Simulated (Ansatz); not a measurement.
Ansatz results at the PBE0-D4/def2-TZVP geometry: LUMO energy (ωB97M-V/def2-TZVPP) 0.97 eV; size of the dipole moment (PBE/def2-TZVPP) 1.74 D; HOMO–LUMO gap (B3LYP/def2-TZVPP) 6.26 eV.

Each molecule was computed in one conformer, which needn't be the lowest.

(1) Which molecule gave them?
A. `[OH][SnH2][AlH2]`
B. `BBC(=N)O`
C. `O=C([SiH3])C(F)F`
D. `O[SiH2][SiH](O)S`

Results:

(1) D. The others give `BBC(=N)O`: 0.13, 2.00, 5.73; `[OH][SnH2][AlH2]`: -0.77, 2.07, 4.45; `O=C([SiH3])C(F)F`: 0.19, 0.59, 5.05.

B3LYP here is the variant with VWN-RPA as its local correlation; programs differ in this.
